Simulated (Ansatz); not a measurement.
A series at In: from `[F][In]([F])[F]`, ligands are replaced one by one, each step taking up H₂ and setting free H–F; n counts the steps. Ansatz, PBE0-D4/def2-TZVP geometries.

```csv
n,molecule,"HOMO energy, ωB97M-V/def2-TZVPP (eV)"
0,`[F][In]([F])[F]`,-13.63
1,`[F][InH][F]`,-12.30
2,`[F][InH2]`,-10.97
3,`[InH3]`,?
```

By hand: fit a straight line y = ȳ + b (n − n̄) to the 3 given rows and predict n = 3.

n̄ = 1.000, ȳ = -12.300; Σ(n − n̄)(y − ȳ) = 2.660, Σ(n − n̄)² = 2.000, so b = 1.330 eV a step. Prediction: -12.300 + (1.330) × (2.000) = -9.64 eV.

By hand: compare with the computed value, -10.37 eV, and give the steps along the whole series.

The line misses by -0.73 eV (computed minus predicted). Steps: 1.33, 1.33, 0.60 eV.

The steps differ by up to 0.73 eV without a steady trend. The highest orbital can change its character along such a series. The miss is 22.4 % of the series' range.
